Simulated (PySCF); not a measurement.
Species: C6H7ClF2OS.
SMILES with atom numbers: `[CH3:1][C@@H:2]1[CH2:3][C:4]([O:5][CH:6]([F:7])[F:8])=[C:9]([Cl:10])[S:11]1` (hydrogens: H12, H13, H14 on C1; H15 on C2; H16, H17 on C3; H18 on C6)

Computed geometry: GFN2-xTB, gas phase.

Task: What internal coordinates does the optimisation give?

Result: 
| bond | length (Å) | order |
| --- | --- | --- |
| C1–C2 | 1.519 | single |
| C2–C3 | 1.529 | single |
| C3–C4 | 1.505 | single |
| C4–O5 | 1.383 | single |
| O5–C6 | 1.354 | single |
| C6–F7 | 1.340 | single |
| C6–F8 | 1.359 | single |
| C4=C9 | 1.337 | double |
| C9–Cl10 | 1.716 | single |
| C9–S11 | 1.759 | single |
| C2–S11 | 1.849 | single |
| C1–H12, C1–H13, C1–H14 | 1.087 | single |
| C2–H15 | 1.090 | single |
| C3–H16 | 1.091 | single |
| C3–H17 | 1.094 | single |
| C6–H18 | 1.102 | single |

Bonds in one row agree within 0.01 Å and their mean is given. Orders are formal, as drawn. A selection of angles:
| angle | degrees |
| --- | --- |
| C1–C2–C3 | 112.5 |
| C1–C2–S11 | 109.1 |
| C3–C2–S11 | 105.6 |
| C2–C3–C4 | 107.2 |
| C3–C4–O5 | 117.6 |
| C3–C4–C9 | 115.3 |
| O5–C4–C9 | 127.0 |
| C4–O5–C6 | 118.5 |
| O5–C6–F7 | 109.2 |
| O5–C6–F8 | 110.0 |
| F7–C6–F8 | 105.7 |
| C4–C9–Cl10 | 127.1 |
| C4–C9–S11 | 113.7 |
| Cl10–C9–S11 | 119.2 |
| C2–S11–C9 | 91.1 |

Dihedral angles: C1–C2–C3–C4 -92° (anticlinal); C2–C3–C4–O5 160° (antiperiplanar); C3–C4–O5–C6 124° (anticlinal); C4–O5–C6–F7 143° (anticlinal); C3–C4–C9–Cl10 -179° (antiperiplanar); C4–C9–S11–C2 14° (synperiplanar); C1–C2–S11–C9 98° (anticlinal).

Of the pairs four or more bonds apart, Cl10···H18 is among the closest relative to their van der Waals radii: 2.68 Å, 91 % of the sum of Bondi's values. The C–O distances run from 1.354 Å (O5–C6, drawn single) to 1.383 Å (C4–O5, drawn single), a spread of 0.029 Å. The 5-membered ring C2–C3–C4–C9–S11 has internal angles of 91.1° to 115.3°; it is puckered, 0.13 Å rms from its mean plane, widest ring torsion 27°. The C–C distances run from 1.337 Å (C4=C9, drawn double) to 1.529 Å (C2–C3, drawn single), a spread of 0.192 Å. The 2 C–S bonds span 1.759 Å (C9–S11, drawn single) to 1.849 Å (C2–S11, drawn single), a spread of 0.090 Å.

Point group: C1 (no symmetry element, even within 0.4 Å). No frequency check. One conformer, not necessarily the lowest.
